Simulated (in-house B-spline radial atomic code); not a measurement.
Values are calculated unless marked as measured or tabulated.
**Two electrons in InAs: a Gaussian well −V exp(−r²/w²) with V = 51.5 meV and w = 308 nm**

For InAs the NSM archive of the Ioffe Institute lists m* = 0.023 m0 and ε = 15.15. In so narrow a gap the band flattens within tens of meV, so real spacings are smaller, by up to some tenths.

Effective-mass model with parabolic bands, a uniform dielectric constant, no image charges, no central-cell or spin-orbit terms. Two-electron levels come from full CI in B-splines with partial waves to l = 5 (up to 0.001 effective hartree above the limit).

Q: What are the effective units, and what is the potential in them?

A: Ha* = 27211.386 meV × 0.023/15.15² = 2.727 meV and a* = 0.0529177 nm × 15.15/0.023 = 34.86 nm. V = 18.9 Ha* and w = 8.84 a*.

In these units the lowest s and p orbitals lie at -17.868797 and -17.189418, and their Coulomb and exchange integrals are J_ss = 0.658217, J_sp = 0.546733 and K_sp = 0.1089. Full CI gives -35.145444 for the ground singlet, -34.637219 for the sp triplet, -34.468359 for the sp singlet and -33.976098 for the lowest triplet of two s orbitals.

Q: What does it cost to add the second electron, to first order and exactly?

A: To first order E = 2ε_s + J_ss = -35.079377, so the charging energy E(2) − 2E(1) is J_ss = 1.795 meV. CI gives -35.145444 − 2 × (-17.868797) = 0.592150, or 1.615 meV: relaxation and correlation lower it by 0.1802 meV, 10.0 % of J_ss. The s² configuration of one-electron orbitals holds 96.3 % of the state, and the mean radius is 51.6 nm. The second electron is bound by ε_s − E = 47.11 meV, against 48.72 meV for the first.

Q: How far above the singlet do the triplets lie?

A: To first order the sp triplet lies at ε_s + ε_p + J_sp − K_sp = -34.620421, which is 1.251 meV above 2ε_s + J_ss. CI gives -34.637219 − (-35.145444) = 0.508225, or 1.386 meV, 75 % of the orbital spacing of 1.853 meV. The ss triplet lies 3.189 meV up, so the lower of the two is the sp one, and its gap equals k_BT at 16.1 K. The sp singlet-triplet splitting is 0.4604 meV, against 2K_sp = 0.5941 meV.
